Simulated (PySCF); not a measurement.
**Broadened absorption spectrum of C5H8ClN**

Compound: C5H8ClN.
InChI=1S/C5H8ClN/c1-4(3-7)5(2)6/h4-5H,1-2H3/t4-,5+/m0/s1

Level of theory: TDDFT CAM-B3LYP/def2-SVPD, vertical, gas phase, core orbitals frozen in the response in PySCF. One conformer (not necessarily the lowest) at the GFN2-xTB geometry, without solvent, vibrations or thermal averaging. Torsions of this conformer, `[CH3:1][C@@H:2]([Cl:3])[C@@H:4]([CH3:5])[C:6]#[N:7]`: C1–C2–C4–C5 -56°.

Each state is given a Gaussian of 0.4 eV full width at half maximum, with ε(max) = 2.175×10⁸ f / Δν̃ (Δν̃ the width in cm⁻¹). The width is an assumption, not a result. The curve ends short of the highest state used, and states not computed would add to its high-energy end.

```tsv
λ (nm)	ε (L mol⁻¹ cm⁻¹)
147.1	4919
148.0	4853
148.9	4438
149.7	3864
150.6	3116
151.4	2456
152.3	1797
153.2	1265
154.0	902
154.9	603
155.8	398
156.6	275
157.5	185
158.4	133
159.2	108
160.1	99
161.0	104
161.8	119
162.7	144
163.6	176
164.4	206
165.3	237
166.2	260
167.0	272
167.9	273
168.8	261
169.6	240
170.5	209
171.4	174
172.2	142
173.1	108
174.0	79
174.8	58
175.7	39
176.6	25
177.4	17
178.3	10
179.2	6
180.0	4
180.9	2
181.8	1
182.6	1
183.5	0
184.3	0
```

(1) Locate the maxima and give the states behind the curve.

(2) Coming from long wavelengths, where does ε first pass 100 L mol⁻¹ cm⁻¹?

Results:

(1) 167 nm (7.40 eV), ε about 270, made up of S1 (13%) and S2 (86%); 147 nm (8.41 eV), ε about 4900, made up of S6 (48%) and S7 (48%) (ε in L mol⁻¹ cm⁻¹; maxima over ε = 5, shares over 10%). The states used: S1 7.33 eV (f 0.0006); S2 7.41 eV (f 0.0035); S3 7.77 eV (f 0.0005); S4 8.13 eV (f 0.0030); S5 8.19 eV (f 0.0042); S6 8.38 eV (f 0.036); S7 8.46 eV (f 0.037); S8 9.03 eV (f 0.017).

(2) At about 173 nm (7.15 eV), 0.17 eV below S1.
